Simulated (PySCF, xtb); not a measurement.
C3H7BN2, SMILES C=C=CB(N)N. The values are those of a single conformer.

Harmonic wavenumbers (cm⁻¹) from GFN2-xTB (xtb) at its own minimum, in rising order: 52, 109, 294, 316, 331, 338, 352, 444, 467, 500, 506, 583, 751, 808, 832, 871, 882, 968, 1116, 1226, 1309, 1391, 1433, 1534, 1541, 2071, 3000, 3064, 3067, 3514, 3517, 3558, 3563.

Q: What does PySCF with PBE-D3(BJ)/def2-SVP give at its own minimum? (An estimate is asked for; the answer gives what the named calculation found.)

A: 52, 115, 257, 303, 319, 327, 358, 386, 423, 529, 570, 636, 760, 784, 832, 854, 895, 951, 1050, 1184, 1305, 1380, 1408, 1538, 1555, 1998, 3040, 3051, 3134, 3533, 3541, 3638, 3643. Paired by order, the mean absolute difference is 30 cm⁻¹ and the zero-point energies are 63.3 and 63.4 kcal/mol.
